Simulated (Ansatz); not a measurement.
## A geometry optimisation of C3H9O2PSi with PBE0-D3(BJ)/def2-SVP

The starting geometry of this gas-phase singlet was optimised with GFN2-xTB; its bonds are those of `P[SiH]1OCCCO1`.

```yaml
atoms:
  - { symbol: C, position_ang: [1.1253, 1.5304, 1.1305] }
  - { symbol: C, position_ang: [-0.3253, 1.2153, 1.4730] }
  - { symbol: C, position_ang: [-0.5390, -0.2891, 1.5810] }
  - { symbol: O, position_ang: [1.4997, 0.9822, -0.1050] }
  - { symbol: O, position_ang: [-0.2586, -0.9432, 0.3723] }
  - { symbol: P, position_ang: [0.6210, -0.6570, -2.5945] }
  - { symbol: Si, position_ang: [1.1066, -0.5655, -0.4345] }
  - { symbol: H, position_ang: [1.9427, -0.6009, -2.9904] }
  - { symbol: H, position_ang: [0.5944, -2.0371, -2.6258] }
  - { symbol: H, position_ang: [2.1858, -1.4225, 0.0839] }
  - { symbol: H, position_ang: [1.7844, 1.1364, 1.9143] }
  - { symbol: H, position_ang: [1.2776, 2.6113, 1.0553] }
  - { symbol: H, position_ang: [-0.5943, 1.6943, 2.4140] }
  - { symbol: H, position_ang: [-0.9622, 1.6003, 0.6749] }
  - { symbol: H, position_ang: [-1.5812, -0.5138, 1.8270] }
  - { symbol: H, position_ang: [0.1045, -0.6984, 2.3700] }
```

Q: Predict what becomes of its bonds when it is optimised with PBE0-D3(BJ)/def2-SVP.

A: It keeps its bonds, and is `P[SiH]1OCCCO1`.

The energy falls by 0.16 eV over 8 steps:

```
step  E − E(last) (eV)
   1             0.160
   2             0.029
   3             0.005
   4             0.001
   5             0.000
   6             0.000
   7             0.000
   8             0.000
```

Final geometry (Å):

```xyz
16

C     1.1162    1.5565    1.1316
C    -0.3167    1.2202    1.5218
C    -0.5657   -0.2807    1.5868
O     1.4651    1.0179   -0.1270
O    -0.3058   -0.9168    0.3524
P     0.6500   -0.7074   -2.6777
Si    1.0906   -0.5647   -0.4827
H     2.0393   -0.6425   -3.0128
H     0.6519   -2.1374   -2.6352
H     2.1956   -1.4620   -0.0234
H     1.8121    1.1844    1.9108
H     1.2523    2.6482    1.0764
H    -0.5442    1.6712    2.5019
H    -1.0054    1.6683    0.7859
H    -1.6152   -0.4840    1.8523
H     0.0609   -0.7285    2.3847
```

No frequencies were run, so the end isn't proven a minimum. Run with Ansatz 0.2.0, 19 s on 4 threads of Arm Neoverse V2, with other jobs on the host.
